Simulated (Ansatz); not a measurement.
# Stretch profile

CH$_{4}$SeSi (SMILES C[SiH]=[Se]), singlet, at its PBE0-D4/def2-TZVP minimum:

```xyz
7
angstrom
C -0.7245 0.4457 -0.2415
Si 0.8272 -0.4492 0.2379
Se 0.9809 -2.1958 1.3490
H -0.6949 1.4692 0.1459
H -1.6087 -0.0623 0.1424
H -0.7887 0.5153 -1.3321
H 2.0088 0.2771 -0.3016
```

The bond length C1–H4 (1.095 Å at the minimum) is set to the values below, the two halves moving rigidly along the bond. Each method's energies count from its own value at the PBE0-D4 minimum structure. Computed with Ansatz 0.2.0 (basis: def2-TZVPP); correlated methods freeze the cores. Filled d shells of the heavier atoms are correlated. The def2 sets are not built for correlating such inner shells, so the correlated values are less sure here. B3LYP uses VWN-RPA correlation.

```json
{"bond length (Å)": "0.941", "CCSD(T) (eV)": "0.522", "wB97M-V (eV)": "0.508", "r2SCAN-D4 (eV)": "0.519", "HF (eV)": "0.489"}
{"bond length (Å)": "0.974", "CCSD(T) (eV)": "0.299", "wB97M-V (eV)": "0.289", "r2SCAN-D4 (eV)": "0.298", "HF (eV)": "0.272"}
{"bond length (Å)": "1.021", "CCSD(T) (eV)": "?", "wB97M-V (eV)": "0.095", "r2SCAN-D4 (eV)": "0.100", "HF (eV)": "0.082"}
{"bond length (Å)": "1.076", "CCSD(T) (eV)": "0.005", "wB97M-V (eV)": "0.004", "r2SCAN-D4 (eV)": "0.005", "HF (eV)": "0.000"}
{"bond length (Å)": "1.137", "CCSD(T) (eV)": "0.028", "wB97M-V (eV)": "0.031", "r2SCAN-D4 (eV)": "0.028", "HF (eV)": "0.040"}
{"bond length (Å)": "1.203", "CCSD(T) (eV)": "?", "wB97M-V (eV)": "0.166", "r2SCAN-D4 (eV)": "0.158", "HF (eV)": "0.193"}
{"bond length (Å)": "1.273", "CCSD(T) (eV)": "?", "wB97M-V (eV)": "0.391", "r2SCAN-D4 (eV)": "0.376", "HF (eV)": "0.440"}
{"bond length (Å)": "1.346", "CCSD(T) (eV)": "0.661", "wB97M-V (eV)": "0.683", "r2SCAN-D4 (eV)": "0.659", "HF (eV)": "0.758"}
{"bond length (Å)": "1.423", "CCSD(T) (eV)": "0.994", "wB97M-V (eV)": "1.028", "r2SCAN-D4 (eV)": "0.992", "HF (eV)": "1.132"}
```

(1) Fill in the withheld CCSD(T) values. (Judge from chemistry; the value comes from the calculation.)

(1) Computed: 0.100 eV at 1.021 Å; 0.158 eV at 1.203 Å; 0.377 eV at 1.273 Å. These count from the CCSD(T) energy at the PBE0-D4 minimum.

Minimum and curvature along this coordinate at CCSD(T): A fifth-order fit through the nearest points gives 1.094 Å, with a curvature of about 33 eV/Å².

Problem. Treat the two halves as rigid bodies and work out the harmonic wavenumber of this stretch from that curvature (ν̃ = 521.5 √(k/μ) cm⁻¹ with k in eV/Å² and μ in u).

Solution. The halves weigh 122.08 and 1.01 u, so μ = 122.08 × 1.01/123.09 = 1.002 u and ν̃ = 521.5 √(33/1.002) ≈ 3000 cm⁻¹. A true normal mode mixes in other motions, so this is a guide only.

Largest difference from the CCSD(T) curve over the scan: PBE-D4 0.083; PBE0-D4 0.012; B3LYP-D4 0.020; MP2 0.059 eV. Each curve counts from its own value at the minimum.

No T1 diagnostic of these runs exceeds 0.014.

For scale, one of the runs: CCSD(T)/def2-TZVPP, 177 basis functions, launched by `ansatz run in.yaml --threads 2 --pin off --events-out ev --progress --plain --max-ram 4352MiB`. Time: 40 s of wall clock on 2 CPU threads of an Arm Neoverse V2; the host was shared. Peak host memory: 1.6 GiB.
